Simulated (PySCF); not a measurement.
H2O2Pb, SMILES [OH][Pb][OH] (connectivity only; charge and spin as stated), neutral, multiplicity 1. Atoms are numbered in the order given.

```xyz
5

Pb     0.2704     0.0224     0.0000
O     -1.2378     1.4686     0.0000
H     -2.1072     1.0465     0.0000
O     -1.1677    -1.5260     0.0000
H     -0.8227    -2.4257     0.0000
```

The structure is a stationary point at B3LYP-D3(BJ)/def2-TZVP. The def2 effective core potentials stand for the cores of Pb; spin–orbit coupling is left out. One conformer was computed; it need not be the lowest.

All values below come from B3LYP-D3(BJ)/def2-TZVP in PySCF.

Frequencies are harmonic and unscaled.

Computed harmonic wavenumbers and intensities:
| mode | ν (cm⁻¹) | IR (km/mol) | Raman (Å⁴/amu) | depolarisation | moving atoms (share of kinetic energy) |
|---|---|---|---|---|---|
| 1 | 157 | 8.9 | 3.1 | 0.74 | O 80 %, H 14 % |
| 2 | 328 | 138.7 | 2.4 | 0.75 | H 91 %, O 9 % |
| 3 | 445 | 83.3 | 1.9 | 0.75 | H 91 %, O 9 % |
| 4 | 508 | 113.1 | 11.3 | 0.59 | O 89 % |
| 5 | 540 | 85.4 | 17.3 | 0.18 | O 89 % |
| 6 | 688 | 68.7 | 0.7 | 0.53 | H 91 %, O 8 % |
| 7 | 767 | 51.8 | 0.4 | 0.21 | H 90 %, O 10 % |
| 8 | 3782 | 46.0 | 111.9 | 0.21 | H 94 % |
| 9 | 3816 | 38.7 | 150.3 | 0.26 | H 94 % |
